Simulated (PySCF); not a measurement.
**Ionisation energy of S(2+) by level of theory**

S(2+) [Ne] 3s2 3p2 (3P) → S(3+) [Ne] 3s2 3p1 (2P), as a difference of total energies. Computed with PySCF 2.14 in def2-TZVP, with no relativity, point nucleus. Correlated levels: valence: [Ne] frozen. The calculations carry no spin-orbit coupling.

| method | ionisation energy (eV) |
| --- | --- |
| UHF | 34.153 |
| PBE | 34.839 |
| LDA | 34.881 |
| MP2 (valence) | 34.609 |
| SCS-MP2 (valence) | 34.516 |
| CCSD (valence) | 34.656 |
| CCSD(T) (valence) | 34.687 |

How much does correlation contribute at CCSD(T) (valence)?

34.687 − (34.153) = 0.534 eV, measured against UHF.

The reference lies between the lowest fine-structure levels, while these numbers refer to the centres of the terms.

Errors of the correlated levels include the incompleteness of this basis and the frozen core.

For comparison: 34.86 ± 0.04 eV (semi-empirical (NIST evaluation); NIST Atomic Spectra Database, ionization energies).
